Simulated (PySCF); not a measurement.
Molecule: SMILES CN(C)C(=O)CC[O-], [C5H10NO2]-.

Cartesian coordinates in Å; atom numbers follow the order of the lines, from 1:
```xyz
18

C    -1.201    1.594   -1.040
N    -0.622    0.561   -0.223
C    -1.120    0.471    1.127
C     0.322   -0.261   -0.758
O     0.747   -0.051   -1.898
C     0.792   -1.415    0.057
C     1.704   -1.014    1.326
O     1.039   -0.806    2.433
H    -0.761    1.524   -2.034
H    -2.289    1.465   -1.108
H    -0.995    2.586   -0.623
H    -0.386   -0.068    1.771
H    -1.232    1.480    1.531
H    -2.102   -0.019    1.148
H     1.381   -2.055   -0.604
H    -0.050   -1.980    0.457
H     2.440   -1.871    1.402
H     2.324   -0.133    0.975
```

Total charge -1.

Frames of a GFN2-xTB Langevin trajectory at 300 K; GIAO PBE0/pcSseg-1 shieldings in PySCF 2.14, gas phase, non-relativistic; equivalent atoms averaged within each frame.

δ = σ(ref) − σ, references computed at the same level: $^{13}$C (186.93 ppm), $^{1}$H (31.72 ppm) against TMS; $^{15}$N (267.73 ppm) against NH3; $^{17}$O (336.08 ppm) against H2O. The references are static minima.

Question: How do the shifts (ppm) fluctuate along the trajectory?

Answer: 
| time (fs) | C4 | C7 | C6 | C3 | C1 | N2 | O5 | O8 | H17/H18 | H12/H13/H14 |
| --- | --- | --- | --- | --- | --- | --- | --- | --- | --- | --- |
| 250 | 182.0 | 85.2 | 63.8 | 46.8 | 41.3 | 126.1 | 403.7 | 138.8 | 6.90 | 6.27 |
| 425 | 179.8 | 87.0 | 66.1 | 36.3 | 41.4 | 108.3 | 402.8 | 128.9 | 6.47 | 4.41 |
| 625 | 188.7 | 92.9 | 59.1 | 49.1 | 42.4 | 112.1 | 417.3 | 148.3 | 7.10 | 5.02 |
| 800 | 181.1 | 82.0 | 63.1 | 43.0 | 37.9 | 109.1 | 409.4 | 143.3 | 6.40 | 4.85 |
| 1000 | 181.0 | 87.3 | 57.8 | 37.9 | 43.4 | 121.8 | 410.6 | 142.0 | 6.63 | 5.22 |
| mean of frames | 182.5 | 86.9 | 62.0 | 42.6 | 41.3 | 115.5 | 408.7 | 140.3 | 6.70 | 5.16 |
| standard deviation | 3.6 | 4.0 | 3.4 | 5.5 | 2.1 | 8.0 | 5.9 | 7.2 | 0.29 | 0.69 |

5 frames give an uncertainty of the mean of about the standard deviation over 2.2 at best, since frames this close in time may not be independent; classical motion lacks zero-point vibration, and the reference would need the same averaging.
